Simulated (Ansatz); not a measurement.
Reaction (cleavage of the B–B bond): `BB(O)S` + `CN[SiH2]Cl` → `BN(C)[SiH2]Cl` + `OBS`

Program: Ansatz. Geometries: PBE0-D4/def2-TZVP. ΔE: electronic, gas phase. CBS: MP2 limit from def2 TZ/QZ plus the TZ coupled-cluster correction, frozen cores. DFT in def2-TZVPP. Each species was taken in one conformer, which may not be the lowest.

CCSD(T)/CBS gives -1.72 eV.

(1) Another level gave -1.64 eV. Which?
A. SCS-MP2/def2-TZVPP
B. HF/def2-TZVPP
C. BLYP-D4/def2-TZVPP
D. ωB97M-V/def2-TZVPP

Largest T1 diagnostic among the species: 0.014.

Answers

(1) B. HF/def2-TZVPP -1.64, SCS-MP2/def2-TZVPP -1.77, ωB97M-V -1.73, BLYP-D4 -1.69 eV.

Leaving LDA and LC-ωPBE aside and taking each functional with its dispersion term where it has one, the values, not all of them listed here, spread over 0.11 eV, from ωB97M-V to B97M-V. LDA lies −0.14 eV from PBE without D4. In def2-TZVPP, CCSD(T) changes the Hartree–Fock value by −0.11 eV (the triples alone add −0.03 eV) and MP2 by −0.17 eV. From BLYP to BHLYP (50 % exact exchange), in def2-TZVPP and without D4, ΔE moves by −0.04 eV.
